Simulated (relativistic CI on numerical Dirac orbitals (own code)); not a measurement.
# Ir6+ (5d3) in a crystal field

Calculated by Dirac-Coulomb-Breit CI, separate exchange-only KLI orbitals for each configuration, a model potential for QED, valence Slater integrals scaled by 0.8, one configuration in a parametric crystal field (own radial code).

Field parameters in Wybourne normalisation: D4h B²₀ = −7Ds, B⁴₀ = 21(Dq − Dt), B⁴₄ = 21√(5/14) Dq; Oh B⁴₀ = 21Dq, B⁴₄ = √(5/14) B⁴₀; Td as Oh with Dq negative (B⁴₀ = 21Dq, B⁴₄ = √(5/14) B⁴₀). The field is a parameter set, without covalency.

S and J are read from ⟨S²⟩ = S(S + 1) and ⟨J²⟩ = J(J + 1) of each level; they are not fictitious spins.

Oh, 10Dq = 29200 cm⁻¹, the lowest 10 levels:

```tsv
E (cm⁻¹)	Degeneracy	Irrep	S	J
0.0	4	Γ8	1.42	2.94
13585	4	Γ8	0.74	3.63
16502	4	Γ8	0.58	3.82
18063	2	Γ6	0.59	3.41
26031	2	Γ7	1.00	3.27
28493	4	Γ8	1.10	3.73
31039	2	Γ7	1.26	3.31
31651	4	Γ8	1.37	2.85
33335	4	Γ8	1.09	3.59
33531	2	Γ6	1.42	3.33
```

D4h, 10Dq = 25300, Ds = 2340, Dt = 420 cm⁻¹, the lowest 10 levels:

| E (cm⁻¹) | Degeneracy | Irrep | S | J |
| --- | --- | --- | --- | --- |
| 0.0 | 2 | Γ7 | 1.39 | 2.71 |
| 653 | 2 | Γ6 | 1.42 | 2.83 |
| 11227 | 2 | Γ7 | 0.87 | 3.40 |
| 13309 | 2 | Γ6 | 0.89 | 3.47 |
| 15566 | 2 | Γ7 | 0.85 | 3.56 |
| 16825 | 2 | Γ6 | 0.67 | 3.79 |
| 18143 | 2 | Γ6 | 0.66 | 3.58 |
| 20852 | 2 | Γ7 | 1.26 | 3.17 |
| 22189 | 2 | Γ7 | 1.39 | 3.44 |
| 22616 | 2 | Γ6 | 1.33 | 2.73 |

Principal g values of the ground doublet: 0.56, 2.28, 2.28.

Td, 10Dq = -13250 cm⁻¹, the lowest 10 levels:

| E (cm⁻¹) | Degeneracy | Irrep | S | J |
| --- | --- | --- | --- | --- |
| 0.0 | 4 | Γ8 | 1.24 | 2.31 |
| 7100 | 2 | Γ7 | 1.48 | 2.68 |
| 10688 | 4 | Γ8 | 1.42 | 3.23 |
| 13383 | 4 | Γ8 | 0.97 | 3.29 |
| 14682 | 2 | Γ6 | 1.38 | 3.97 |
| 16986 | 4 | Γ8 | 1.16 | 3.37 |
| 17805 | 2 | Γ7 | 1.10 | 3.39 |
| 19228 | 2 | Γ6 | 0.95 | 4.00 |
| 21774 | 4 | Γ8 | 0.80 | 4.21 |
| 22254 | 2 | Γ6 | 0.92 | 2.25 |

Levels of this model without a field, named by their leading LS term (the scale mimics covalency, so terms lie below those of the real free ion): ⁴F3/2 0, ⁴F5/2 7704, ⁴F7/2 13392, ⁴P3/2 16186, ⁴F9/2 16606, ⁴P1/2 18871, ²G7/2 25832, ²H9/2 26904 cm⁻¹.
